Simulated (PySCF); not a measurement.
# Correlation energy of Zr (zirconium, neutral)

[Kr] 4d4, high-spin 5D determinant (an excited configuration). Computed with PySCF 2.14 in x2c-QZVPPall (13s8p7d3f2g, 111 functions), with the spin-free X2C one-electron Hamiltonian (Gaussian nucleus). Frozen: [Ar] 3d10; 12 electrons correlated.

MP2 pair energies summed by pair of shells (mhartree):

| pair | energy | share (%) |
| --- | --- | --- |
| 4p-4d | -107.25 | 34.8 |
| 4p-4p | -104.29 | 33.8 |
| 4d-4d | -39.79 | 12.9 |
| 4s-4p | -37.04 | 12.0 |
| 4s-4d | -13.62 | 4.4 |
| 4s-4s | -6.57 | 2.1 |

Total MP2 correlation energy: -308.56 mhartree.

Same-spin part -111.92 and opposite-spin part -196.64 mhartree; SCS-MP2 scales them by 1/3 and 6/5 to -273.27 mhartree.

This basis was not built for core-valence correlation, so the inner-shell part is incomplete.
